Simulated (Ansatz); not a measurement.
Dibenzothiophene S,S-dioxide (C12H8O2S). Charge 0, multiplicity 3. Geometry PBE-D4/def2-SVP, that of the neutral singlet; atoms count from 1.

```xyz
23

O    -1.406    2.683   -0.767
S    -1.632    1.249   -0.477
O    -3.002    0.692   -0.521
C    -0.504    0.225   -1.446
C    -0.528    0.074   -2.830
C     0.434   -0.769   -3.413
C     1.381   -1.428   -2.608
C     1.388   -1.262   -1.214
C     0.433   -0.423   -0.615
C     0.258   -0.106    0.817
C     1.005   -0.570    1.912
C     0.669   -0.141    3.207
C    -0.403    0.745    3.422
C    -1.161    1.219    2.337
C    -0.810    0.781    1.062
H    -1.278    0.599   -3.440
H     0.445   -0.913   -4.503
H     2.129   -2.085   -3.078
H     2.135   -1.784   -0.598
H     1.846   -1.263    1.760
H     1.254   -0.504    4.065
H    -0.650    1.069    4.444
H    -2.003    1.911    2.483
```

At PBE0-D4/def2-SVP a singlet of charge 0 lies 3.28 eV below the triplet at the same geometry.

Estimate the Mulliken populations from the PBE0/def2-SVP orbitals of Ansatz.


| atom | charge (e) | spin (α − β) |
| --- | --- | --- |
| O1 | -0.47 | 0.03 |
| S2 | 0.79 | -0.03 |
| O3 | -0.47 | 0.03 |
| C4 | -0.08 | 0.34 |
| C5 | 0.02 | -0.22 |
| C6 | -0.03 | 0.51 |
| C7 | -0.01 | -0.05 |
| C8 | -0.04 | 0.17 |
| C9 | 0.06 | 0.26 |
| C10 | 0.06 | 0.26 |
| C11 | -0.04 | 0.17 |
| C12 | -0.01 | -0.05 |
| C13 | -0.03 | 0.51 |
| C14 | 0.02 | -0.22 |
| C15 | -0.08 | 0.34 |
| H16 | 0.05 | 0.01 |
| H17 | 0.05 | -0.03 |
| H18 | 0.04 | 0.00 |
| H19 | 0.03 | -0.01 |
| H20 | 0.03 | -0.01 |
| H21 | 0.04 | 0.00 |
| H22 | 0.05 | -0.03 |
| H23 | 0.05 | 0.01 |
Mulliken values depend strongly on the basis.

Where does the spin sit?

Summed by element: O 0.07, S -0.03, C 2.02, H -0.06, of 2 unpaired in all. Largest on single atoms: C13 0.51, C6 0.51, C4 0.34.

And the Mayer bond orders between heavy atoms (over 0.3)?

O1–S2 1.64 (1.48 Å); S2–O3 1.64 (1.48 Å); S2–C4 0.81 (1.81 Å); S2–C15 0.81 (1.81 Å); C4–C5 1.50 (1.39 Å); C4–C9 1.12 (1.41 Å); C5–C6 1.30 (1.41 Å); C6–C7 1.18 (1.41 Å); C7–C8 1.57 (1.40 Å); C8–C9 1.16 (1.40 Å); C9–C10 1.35 (1.48 Å); C10–C11 1.16 (1.40 Å); C10–C15 1.12 (1.41 Å); C11–C12 1.57 (1.40 Å); C12–C13 1.18 (1.41 Å); C13–C14 1.30 (1.41 Å); C14–C15 1.50 (1.39 Å).
